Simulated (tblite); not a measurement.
Species: C₄H₇NOSi.
Numbering: `[CH:1]#[C:2]/[CH:3]=[N:4]/[SiH2:5][O:6][CH3:7]` (hydrogens: H8 on C1; H9 on C3; H10, H11 on Si5; H12, H13, H14 on C7)

Geometry (GFN2-xTB, Å), atoms numbered from 1 in this order:
```
atom  x, y, z in Å
C1     3.742    0.701    0.119
C2     2.775   -0.013    0.131
C3     1.635   -0.853    0.133
N4     0.485   -0.400    0.354
Si5   -1.100   -1.068    0.444
O6    -2.069   -0.220   -0.540
C7    -2.247    1.161   -0.606
H8     4.590    1.321    0.109
H9     1.855   -1.910   -0.075
H10   -1.409   -0.907    1.866
H11   -1.355   -2.396   -0.098
H12   -1.286    1.680   -0.637
H13   -2.809    1.387   -1.513
H14   -2.809    1.517    0.262
```

Computed with GFN2-xTB (tblite): harmonic, unscaled wavenumbers at the GFN2-xTB geometry, gas phase. The method is semi-empirical: single wavenumbers can be off by several per cent or more. Modes of hydrogen on silicon can be 10 to 20 % off. One conformer, not necessarily the lowest.

Harmonic wavenumbers (cm⁻¹): 52.1, 81.4, 91.9, 107.6, 124.8, 196.8, 232.7, 298.4, 349.6, 470.1, 547.9, 619.3, 647.1, 652.1, 735.6, 764.6, 791.9, 864.3, 868.9, 1020.9, 1134.7, 1142.9, 1160.9, 1313.9, 1416.1, 1482.7, 1489.5, 1723.9, 2232.9, 2236.8, 2309.6, 2805.8, 2941.2, 2965.1, 2980.6, 3380.9.

A = 5150, B = 976.8, C = 848.8 MHz; mass 113.030 u (most abundant isotopes); point group C1, symmetry number 1.

Zero-point energy?

½Σν̃ = 21118 cm⁻¹ = 60.38 kcal/mol.

Give the ideal-gas entropy at 298.15 K and 1 bar in the rigid-rotor, harmonic-oscillator model (classical rotation).

Translation 40.11, rotation 28.71, vibration 28.96: S = 97.8 cal/(mol K).

And Cp and H(298.15 K) − H(0)?

Cp = 34.67 cal/(mol K), of which vibrations give 26.72 (their classical limit is 36 R = 71.5); H(298.15 K) − H(0) = 6.76 kcal/mol without the zero-point energy, 4.39 from vibrations.

What must be added to the electronic energy to get the Gibbs energy at 298.15 K and 1 bar?

ZPE + [H(298.15 K) − H(0)] − T·S = 60.38 + 6.76 − 29.15 = 37.99 kcal/mol.

How do the functions run with temperature in this model?

| T (K) | S (cal/(mol K)) | Cp (cal/(mol K)) | H − H(0) (kcal/mol) | G − H(0) (kcal/mol) | ln q(vib) |
| --- | --- | --- | --- | --- | --- |
| 150 | 78.2 | 23.5 | 2.44 | -9.29 | 3.28 |
| 250 | 92.0 | 31.2 | 5.17 | -17.82 | 5.95 |
| 400 | 108.9 | 41.2 | 10.63 | -32.93 | 9.62 |
| 600 | 127.6 | 50.8 | 19.90 | -56.64 | 14.07 |
| 900 | 150.1 | 60.2 | 36.66 | -98.42 | 19.98 |

q(vib) and H(0) count from the zero-point level.

Which modes carry the vibrational entropy at 298.15 K?

52.1 cm⁻¹: 4.74; 81.4 cm⁻¹: 3.86; 91.9 cm⁻¹: 3.62; 107.6 cm⁻¹: 3.31; 124.8 cm⁻¹: 3.02; 196.8 cm⁻¹: 2.16 cal/(mol K); the other 30 give 8.25 together.

Blend soft modes into free rotors: weight 1/[1 + (100 cm⁻¹/ν̃)⁴] for the oscillator and the rest for a rotor with moment μB/(μ + B), μ = h/(8π²ν), B = 10⁻⁴⁴ kg m². What vibrational entropy results?

26.54 cal/(mol K) in place of 28.96, which changes −T·S at 298.15 K by +0.72 kcal/mol.

Hindered rotation and anharmonicity are outside this model. Other conformers, if any are populated, would add a mixing term that is left out. The structure is chiral; the term R ln 2 for an equal mix with its mirror image is left out.

On one thread, Intel Xeon Platinum 8259CL at 2.50 GHz (x86_64) (shared host), this took 0.81 s of wall time. This covers the Hessian and the dipole derivatives.
